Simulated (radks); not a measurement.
The iron ion Fe3+, [Ar] 3d5. Calculated with a radial shooting solver on a logarithmic mesh with Libxc functionals: non-relativistic Kohn-Sham, PBE, spin-polarised, spherical densities, point nucleus. Every spin shell is full or empty, so the densities are truly spherical. Functionals are evaluated on that one density, not self-consistently. Rank these exchange functionals by their error against the exact value of the orbitals, and give that value: LDA, PBE, PBEsol, RPBE, OPTX, SOGGA, G96, EV93, TPSS, SCAN, r2SCAN, MVS.

Answer. Exact: -53.6410 hartree. From best to worst, with 100 (|E| - |E exact|)/|E exact| (equal figures are ties): r2SCAN +0.02, MVS -0.04, RPBE -0.07, TPSS +0.08, G96 +0.26, SCAN +0.28, PBE -0.45, EV93 +0.49, OPTX +0.55, PBEsol -2.91, SOGGA -2.94, LDA -6.53.
